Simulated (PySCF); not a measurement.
**Excitation energy of Ge by level of theory**

Ge [Ar] 3d10 4s2 4p2 (3P) → Ge [Ar] 3d10 4s1 4p2 5s1 (5P), as a difference of total energies. Calculation: PySCF 2.14, in aug-cc-pVQZ-PP with one added diffuse shell each of s, p, d, f, g type with ECP10MDF (8s7p6d4f3g, 114 functions); a scalar-relativistic core potential. Correlated levels: valence: 3s2 3p6 3d10 frozen. The calculations carry no spin-orbit coupling.

```json
{"method": "UHF", "excitation energy (eV)": "9.121"}
{"method": "LDA", "excitation energy (eV)": "11.480"}
{"method": "PBE", "excitation energy (eV)": "11.173"}
{"method": "PBE0", "excitation energy (eV)": "10.907"}
{"method": "r2SCAN", "excitation energy (eV)": "10.941"}
{"method": "revPBE", "excitation energy (eV)": "11.023"}
{"method": "r2SCANh", "excitation energy (eV)": "10.869"}
{"method": "PW91", "excitation energy (eV)": "11.203"}
{"method": "MP2 (valence)", "excitation energy (eV)": "10.203"}
{"method": "SCS-MP2 (valence)", "excitation energy (eV)": "10.536"}
```

Question: How much does correlation contribute at MP2 (valence)?

Answer: 10.203 − (9.121) = 1.082 eV, measured against UHF.

The upper state lies above the first ionisation limit, but in LS coupling its spin forbids autoionisation to the ground ion. A Rydberg-like electron needs more diffuse functions than a valence basis has.

The promoted electron is Rydberg-like, and one or two diffuse shells describe it only roughly, which tends to raise the upper state.
